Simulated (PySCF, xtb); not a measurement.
SiH2F2, SMILES F[SiH2]F.

Harmonic wavenumbers (cm⁻¹) from GFN2-xTB in xtb at its own minimum, in rising order: 236, 540, 548, 720, 752, 839, 893, 2437, 2457.

Q: What does TPSSh-D3(BJ)/def2-TZVP in PySCF give at its own minimum? (Estimate from the structure and the level; the computed values follow.)

A: 312, 707, 732, 858, 897, 978, 989, 2301, 2311. Paired by order, the mean absolute difference is 136 cm⁻¹ and the zero-point energies are 13.5 and 14.4 kcal/mol.
